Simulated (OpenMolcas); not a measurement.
Ag3+ among 6 point charges of -1.7 e arranged as a trigonal antiprism (D3d), with a polar angle of 56.9° against the regular 54.74°.

```
Program             : OpenMolcas
Method              : CASSCF
Basis               : ANO-RCC-VDZP [6s5p3d1f]
Scalar Hamiltonian  : DKH2, point nucleus
Active space        : 8 electrons in 5 orbitals (4d)
State averaging     : 2S+1 = 3 even, 10 roots; 2S+1 = 1 even, 15 roots
Spin-orbit coupling : state interaction with AMFI integrals over the reference wave functions
```

All point charges move together. At R = 1.91 Å the first state of the same spin is 6858 cm-1, and at R = 2.31 Å it is 2802 cm-1.

Problem. A third run gives 4525 cm-1. What distance was it run at?

Solution. With a power law R^-n the two known points give n = -ln(2802 / 6858) / ln(2.31 / 1.91) = 4.71. Then R = 1.91 × (6858 / 4525)^(1/4.71) = 2.086 Å. The run was at 2.09 Å, so the estimate is off by -0.004 Å.

Without dynamic correlation the repulsion within the d shell is too large (B by tens of per cent), so at a given field states of lower spin stand too high. Real 4d8 and 5d8 ions are as a rule square planar and diamagnetic. This is an electrostatic model: the charges have no orbitals. No measured value stands beside these numbers.
